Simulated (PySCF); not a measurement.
PySCF job for C₅H₄F₂O, SMILES O=C1/C(=C/F)C[C@H]1F, PBE/pcSseg-1. Coordinates come from a PBE0-D3(BJ)/def2-SVP optimisation. The structure was generated by enumeration; whether it is a known compound was not checked.

```python
import numpy as np
from pyscf import gto, scf, dft
from pyscf.prop.nmr import rks as nmr

mol = gto.M(
    atom='''
    O    -0.81003446    1.90166199    0.69266325
    C    -0.57730539    0.82920987    0.21534081
    C     0.64546765    0.02941938   -0.06824497
    C     1.93236629    0.37578222   -0.09404207
    F     2.89482474   -0.46516659   -0.41955378
    C    -0.16873392   -1.20960275   -0.35652554
    C    -1.44288872   -0.33093575   -0.32602116
    F    -2.47236251   -0.75638384    0.44552114
    H     2.28949335    1.38194597    0.14730791
    H    -0.16631738   -1.92132674    0.48431177
    H     0.03957215   -1.74890243   -1.29113544
    H    -1.81806800   -0.09429669   -1.33853896
    ''',
    basis='pcSseg-1',
    charge=0,
    spin=0,
    max_memory=1600,
    verbose=3,
)
mf = dft.RKS(mol, xc='pbe')
mf.grids.level = 3
mf.conv_tol = 1e-10
mf.max_cycle = 100
mf.kernel()
n = nmr.NMR(mf)
n.verbose = 2
n.max_cycle_cphf = 60
sigma = n.kernel()
print('atom   isotropic/ppm   span/ppm')
for i, s in enumerate(sigma):
    w = np.linalg.eigvalsh((s + s.T) / 2)
    print(f'{mol.atom_symbol(i):2s}{i + 1:3d} {w.mean():14.3f} {w[2] - w[0]:11.3f}')
```

It prints:

```
converged SCF energy = -467.242373514446
atom   isotropic/ppm   span/ppm
O   1       -292.938    1153.571
C   2        -13.653     167.778
C   3         54.202     136.572
C   4         22.039     137.865
F   5        255.886     324.203
C   6        147.954      36.937
C   7         81.195      92.886
F   8        354.543      56.433
H   9         23.484       4.977
H  10         28.540       6.993
H  11         28.070       7.211
H  12         25.926       5.796
```

The calculation finished and met its thresholds.
